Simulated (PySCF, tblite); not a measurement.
C3H6Cl2OSi.
SMILES with atom numbers: `[CH2:1]=[CH:2][O:3][CH2:4][SiH:5]([Cl:6])[Cl:7]` (hydrogens: H8, H9 on C1; H10 on C2; H11, H12 on C4; H13 on Si5)

Structure used (GFN2-xTB), in Å, numbered top down from 1:
```
atom  x, y, z in Å
C1     2.3318   -0.5952   -0.0331
C2     1.4283   -0.2596   -0.9388
O3     0.1316    0.0892   -0.7506
C4    -0.3597    0.0928    0.5806
Si5   -2.1961    0.6094    0.4549
Cl6   -3.2159   -0.8058   -0.5327
Cl7   -2.9121    0.8066    2.3325
H8     3.3284   -0.8487   -0.3403
H9     2.1293   -0.6333    1.0220
H10    1.6551   -0.2284   -1.9960
H11    0.2214    0.7952    1.1908
H12   -0.2348   -0.9028    1.0277
H13   -2.3118    1.8811   -0.2424
```

Method: PBE0/pcSseg-1 in PySCF (dipole) on a GFN2-xTB geometry, gas phase.

Take the most abundant isotopes and a rigid rotor. The values belong to one conformer with, in the numbering `[CH2:1]=[CH:2][O:3][CH2:4][SiH:5]([Cl:6])[Cl:7]`, C1–C2–O3–C4 -1°, C2–O3–C4–Si5 -179°, O3–C4–Si5–Cl6 65°.

What are A, B and C (cm⁻¹)?

Ia = 223.56, Ib = 658.63, Ic = 831.18 u·Å²; 505379 MHz·u·Å²/I gives 2261, 767.3 and 608.0 MHz, that is A = 0.07541, B = 0.02560, C = 0.02028 cm⁻¹.

What kind of rotor is it?

An asymmetric top: κ = (2 × 767.3 − 2261 − 608.0)/(2261 − 608.0) = -0.81.

What does the inertial defect say?

Not planar: Δ = Ic − Ia − Ib = -51.00 u·Å². For a rigid frame Δ = −2 Σ m c², so Σ m c² = 25.50 u·Å² lies off the ab plane: 7.34 from hydrogen and 18.16 from heavier atoms. The atom farthest from that plane is 1.94 Å away.

Give the other two planar moments, Paa and Pbb, and the rms extents of the mass along the axes.

Paa = Σ m a² = (Ib + Ic − Ia)/2 = 633.12 and Pbb = Σ m b² = (Ia + Ic − Ib)/2 = 198.06 u·Å². With the mass M = 155.96 u, the rms extents √(P/M) along a, b and c are 2.01, 1.13, 0.40 Å.

Where do the levels up to J = 5 lie, in MHz?

Above 0(0,0):
J = 1: 1(0,1) 1375, 1(1,1) 2869, 1(1,0) 3028
J = 2: 2(0,2) 4114, 2(1,2) 5460, 2(1,1) 5938, 2(2,1) 10418, 2(2,0) 10430
J = 3: 3(0,3) 8192, 3(1,3) 9340, 3(1,2) 10295, 3(2,2) 14544, 3(2,1) 14604, 3(3,1) 22416, 3(3,0) 22416
J = 4: 4(0,4) 13577, 4(1,4) 14500, 4(1,3) 16089, 4(2,3) 20036, 4(2,2) 20213, 4(3,2) 27940, 4(3,1) 27944, 4(4,1) 38930, 4(4,0) 38930
J = 5: 5(0,5) 20230, 5(1,5) 20931, 5(1,4) 23305, 5(2,4) 26886, 5(2,3) 27285, 5(3,3) 34852, 5(3,2) 34868, 5(4,2) 45833, 5(4,1) 45834, 5(5,1) 59965, 5(5,0) 59965
Those of J = 1 are B + C, A + C and A + B.

Which types of transition are allowed, and where do some lines up to J = 2 fall?

The dipole components are |μa| = 1.13 D, |μb| = 0.89 D, |μc| = 0.24 D. Intensities carry the squares of the components, which stand as 1.00 : 0.62 : 0.04 (a : b : c). Some lines, for components of 0.1 D or more:

```csv
type,branch,"J(Ka,Kc)",MHz,lower level (cm⁻¹)
a,Q,"2(1,1) ← 2(1,2)",478,0.182
b,R,"2(0,2) ← 1(1,1)",1245,0.096
c,Q,"2(1,2) ← 2(0,2)",1346,0.137
a,R,"1(0,1) ← 0(0,0)",1375,0.000
c,Q,"1(1,1) ← 1(0,1)",1493,0.046
b,Q,"1(1,0) ← 1(0,1)",1653,0.046
b,Q,"2(1,1) ← 2(0,2)",1824,0.137
a,R,"2(1,2) ← 1(1,1)",2591,0.096
a,R,"2(0,2) ← 1(0,1)",2739,0.046
b,R,"1(1,1) ← 0(0,0)",2869,0.000
a,R,"2(1,1) ← 1(1,0)",2910,0.101
c,R,"1(1,0) ← 0(0,0)",3028,0.000
b,R,"2(1,2) ← 1(0,1)",4085,0.046
c,Q,"2(2,1) ← 2(1,1)",4480,0.198
b,Q,"2(2,0) ← 2(1,1)",4492,0.198
c,R,"2(1,1) ← 1(0,1)",4563,0.046
b,Q,"2(2,1) ← 2(1,2)",4958,0.182
b,R,"2(2,1) ← 1(1,0)",7390,0.101
c,R,"2(2,0) ← 1(1,0)",7402,0.101
c,R,"2(2,1) ← 1(1,1)",7549,0.096
b,R,"2(2,0) ← 1(1,1)",7561,0.096
```

Estimate the classical rotational partition function at 10 K, 200 K and 500 K.

Point group C1, symmetry number σ = 1; q = (√π/σ)·√((kT/h)³/(ABC)), k/h = 20836.6 MHz/K: 5190 at 10 K, 464000 at 200 K, 1840000 at 500 K.

Its GFN2-xTB frequencies are all real (lowest 40 cm⁻¹). No vibrational averaging or centrifugal distortion is included, and the geometry carries the error of its method. Quadrupole hyperfine structure (35Cl) is left out.
